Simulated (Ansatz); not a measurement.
Ansatz (a quantum-chemistry and plane-wave program) input (CCSD(T)/def2-SVPD):

Ansatz 0.2 input:
```yaml
crystal:
  periodic: [false, false, false]
  atoms:
    - {symbol: Zr, position_ang: [0.06422498, 0.21438028, 0.09000312]}
    - {symbol: F, position_ang: [1.58486189, -0.69147257, -0.44163610]}
    - {symbol: F, position_ang: [-0.81867249, -0.74462496, 1.40009749]}
    - {symbol: F, position_ang: [-1.05163377, 0.48329629, -1.35847528]}
basis:
  gaussian:
    orbitals: def2-SVPD
total_charge: 1
magnetization: {spin_polarized: false}
correlation: {method: ccsd_t, electrons: outside_noble_gas}
output: {forces: true}
```

Output:

```
Functional definition: HF
integrals: 0.14 GiB planned
982 factors; integrals over basis functions are off by at most 3.7e-4 eV
mean field: 0.32 GiB planned
mean field evaluation 1: about -9363.4263 eV, gradient 8.6e1 eV
mean field evaluation 2: about -9363.5013 eV, gradient 8.6e1 eV
mean field evaluation 4: about -9375.8856 eV, gradient 3.1e0 eV
mean field evaluation 8: about -9375.9576 eV, gradient 1.9e-1 eV
mean field evaluation 16: about -9365.5173 eV, gradient 8.2e1 eV
mean field -9375.95781790 eV, -344.5600945553 hartree, gradient 1.9e-6 eV, S^2 0.000000; 0 other end points of the search recorded, 0 dependent functions left out
7 core orbitals not correlated
reference -9375.95781790 eV, -344.5600945553 hartree; 12, 12 occupied and 84, 84 virtual orbitals, 982 factors
densities: 0.61 GiB planned
second order -18.83508016 eV of doubles, -0.00000000 eV of singles
coupled cluster: 0.43 GiB planned
cycle   1  -17.73598323 eV  change     1.1e0 eV  update   1.8e-1
cycle   2  -18.40391752 eV  change   -6.7e-1 eV  update   8.0e-2
cycle   3  -18.51241177 eV  change   -1.1e-1 eV  update   2.8e-2
cycle   4  -18.51183450 eV  change    5.8e-4 eV  update   6.8e-3
cycle   5  -18.50221300 eV  change    9.6e-3 eV  update   2.0e-3
cycle   6  -18.50221696 eV  change   -4.0e-6 eV  update   8.1e-4
cycle   7  -18.50298322 eV  change   -7.7e-4 eV  update   3.1e-4
cycle   8  -18.50283396 eV  change    1.5e-4 eV  update   9.3e-5
cycle   9  -18.50279750 eV  change    3.6e-5 eV  update   3.7e-5
cycle  10  -18.50284360 eV  change   -4.6e-5 eV  update   1.5e-5
cycle  11  -18.50282785 eV  change    1.6e-5 eV  update   6.3e-6
perturbative correction -0.56721568 eV, -0.0208447916 hartree
the calculation of the forces begins
Total energy: -9395.02786143 eV, -345.2609057288 hartree
Atom 0 at     0.064225     0.214380     0.090003 Å, force     0.179469     0.599059     0.251503 eV/Å
Atom 1 at     1.584862    -0.691473    -0.441636 Å, force     0.735446    -0.376667    -0.229774 eV/Å
Atom 2 at    -0.818672    -0.744625     1.400097 Å, force    -0.402319    -0.401828     0.642050 eV/Å
Atom 3 at    -1.051634     0.483296    -1.358475 Å, force    -0.512596     0.179435    -0.663780 eV/Å
Dipole moment:     0.280227     0.935387     0.392703 e Å
```

The spin state was set by rule; other spins were not relaxed.
